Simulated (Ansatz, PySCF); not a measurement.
BH6NO2Si, SMILES OB(O)[SiH2]N. Atoms are numbered in the order given.

```xyz
11

Si    -0.8427    -0.6886     0.4688
N     -1.8622     0.6320    -0.1494
B      0.9804     0.0182    -0.0814
O      2.1818    -0.4468     0.3472
O      0.9079     1.0386    -0.9811
H     -1.0448    -1.0026     1.9207
H     -1.2593    -1.9015    -0.3003
H     -2.8143     0.3984    -0.4249
H     -1.8990     1.4706     0.4295
H      2.9186     0.0240    -0.0714
H     -0.0327     1.2265    -1.1686
```

Coordinates come from a B3LYP-D3(BJ)/def2-SVP optimisation. The structure was generated by enumeration, and PubChem lists no compound with its InChIKey, so it may never have been made. Other conformers were not sampled.

Two levels are set side by side: PBE-D3(BJ)/def2-SVP (Ansatz, a program for electronic structure) and B3LYP-D3(BJ)/def2-SVP (Ansatz). Each level has its own optimised geometry; the coordinates shown are those of the second. Frequencies come from the Hessian of PySCF at each geometry. Differences are taken from unrounded values.

```tsv
quantity	B3LYP-D3(BJ)	PBE-D3(BJ)	PBE-D3(BJ) minus B3LYP-D3(BJ)
mean bond length (Å)	1.351	1.362	0.011
bond Si1–N2 (Å)	1.779	1.799	0.020
bond Si1–B3 (Å)	2.031	2.035	0.004
bond B3–O4 (Å)	1.358	1.366	0.008
bond B3–O5 (Å)	1.362	1.368	0.006
bond Si1–H6 (Å)	1.499	1.512	0.013
bond Si1–H7 (Å)	1.495	1.508	0.013
bond N2–H8 (Å)	1.018	1.026	0.008
bond N2–H9 (Å)	1.020	1.028	0.008
bond O4–H10 (Å)	0.969	0.978	0.009
bond O5–H11 (Å)	0.977	0.997	0.020
highest harmonic wavenumber (cm⁻¹)	3787	3675	-112
mean harmonic wavenumber (cm⁻¹)	1271	1237	-35
zero-point energy (kcal/mol)	49.07	47.73	-1.35
```

GGA bonds tend to be longer and softer than those of functionals with exact exchange. Differences between two approximate levels are no errors against the true value.
